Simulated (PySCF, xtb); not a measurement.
SnI, SMILES [Sn+][I] (connectivity only; charge and spin as stated), charge +1, multiplicity 1.

GFN2-xTB (xtb) at its own geometry gives an orbital gap of 4.74 eV.

Coordinates come from a B3LYP-D3(BJ)/def2-TZVP optimisation. The multiplicity is an assumed one; other spin states were not compared. The def2 effective core potentials stand for the cores of I, Sn; spin–orbit coupling is left out.

Problem. What does PySCF with PBE/def2-TZVPD give? (An estimate is asked for; the answer gives what the named calculation found.)

Solution. gap 3.03 eV (levels -12.38 and -9.35 eV).
